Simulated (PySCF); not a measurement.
# Vertical excitation energies

C2H8F3NSi2.
InChI=1S/C2H8F3NSi2/c3-2(4,5)1-6-8-7/h6H,1,8H2,7H3

Computed, not measured: PySCF 2.14.0, density-fitted response routines, TDDFT PBE0/def2-SVPD, vertical, gas phase, core orbitals frozen in the response. The structure is a single GFN2-xTB conformer in the gas phase; no vibrational or solvent corrections. Torsions of this conformer, `[F:1][C:2]([F:3])([F:4])[CH2:5][NH:6][SiH2:7][SiH3:8]`: F1–C2–C5–N6 -172°, C2–C5–N6–Si7 -83°, C5–N6–Si7–Si8 -172°.

```tsv
state	E (eV)	E (kJ/mol)	λ (nm)	f	main configurations (H = HOMO, L = LUMO)
S1	5.70	550	217.5	0.0013	H→L (98%)
S2	6.44	621	192.5	0.012	H→L+1 (97%)
S3	6.80	657	182.2	0.0084	H→L+2 (94%)
S4	7.05	680	175.9	0.014	H→L+3 (89%)
S5	7.20	695	172.1	0.042	H-1→L (92%)
S6	7.36	710	168.5	0.020	H→L+4 (45%), H→L+5 (38%)
```

Triplets, Tamm–Dancoff:

```csv
state,E (eV),λ (nm),"main configurations (H = HOMO, L = LUMO)"
T1,5.39,229.9,H→L (94%)
T2,6.04,205.1,"H→L+1 (82%), H-1→L+1 (8%)"
```

The lowest singlet comes at 217 nm (550 kJ/mol) in the ultraviolet; it is very weak; its leading configuration is HOMO→LUMO (98%). The strongest level in the table is S5 at 7.20 eV (172 nm, f = 0.042). Löwdin shares by element: HOMO nitrogen 53%, silicon 12% or more, hydrogen 8% or more, carbon 8% or more (atoms not listed hold the other 19%); LUMO silicon 55%, hydrogen 18% or more (atoms not listed hold the other 27%). The listed states span 1.66 eV, and the widest gap between neighbours is 0.74 eV (S1 to S2). Orbital energies (eV): HOMO-3 -9.93, HOMO-2 -9.66, HOMO-1 -8.82, HOMO -7.45, LUMO -0.42, LUMO+1 0.14, LUMO+2 0.43. Weighted by f, the mean energy of these states is 7.06 eV. Singlets were solved by full linear response, triplets in the Tamm–Dancoff approximation.
